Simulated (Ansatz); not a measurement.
Reaction (formal exchange of groups at the Al–C bond): `[NH2][AlH][CH]1CC1` + `[NH2][GeH2][F]` → `[NH2][AlH][GeH2][F]` + `NC1CC1`

Gas-phase electronic energies from Ansatz, PBE0-D4/def2-TZVP geometries. CCSD(T)/CBS is the MP2 limit (def2-TZVPP, def2-QZVPP) plus CCSD(T) − MP2 in def2-TZVPP, frozen cores. DFT in def2-TZVPP. For Ge outer-core shells are correlated without core-valence functions, which leaves a few kJ/mol of doubt a bond. Scalar relativity is left out up to krypton. One conformer a species, not always the lowest.

(1) Is it downhill or uphill in electronic energy at CCSD(T)/CBS, and by how much? (An estimate is asked.)

(2) What do these levels give: PBE0-D4, B2PLYP, SCS-MP2/def2-TZVPP, HF/def2-QZVPP, MP2/CBS(def2), CCSD/CBS(def2)? (Best estimate.)

Largest T1 diagnostic among the species: 0.013.

## Answers

(1) Ansatz gave: Uphill: ΔE = +15.1 kcal/mol.

(2) Ansatz gave: PBE0-D4 11.3, B2PLYP 14.4, SCS-MP2/def2-TZVPP 17.0, HF/def2-QZVPP 14.6, MP2/CBS(def2) 17.8, CCSD/CBS(def2) 14.8 kcal/mol.

In def2-TZVPP, CCSD(T) changes the Hartree–Fock value by +0.8 kcal/mol (the triples alone add +0.3 kcal/mol) and MP2 by +3.5 kcal/mol. From PBE to PBE0 (25 % exact exchange), in def2-TZVPP and without D4, ΔE moves by +1.0 kcal/mol.
